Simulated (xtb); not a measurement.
xtb input:

```bash
xtb mol.xyz --gfn 2 --sp --chrg 0 --uhf 0
```
mol.xyz:
```
8

Ta     0.01010258     0.00752934    -0.00935948
O      1.12546639     0.83879738    -1.04268117
O      0.99005451    -0.94215054     1.34175260
H      1.93552878    -1.00253106     1.49449395
O     -1.01773918    -1.23052338    -1.05743784
H     -0.98655143    -1.42221988    -1.99721286
O     -1.15948457     1.28789011     0.81553062
H     -1.19284325     2.24300044     0.72864692
```

Q: Which total energy does the run end on?

A: -19.78162 Eh (GFN2-xTB).
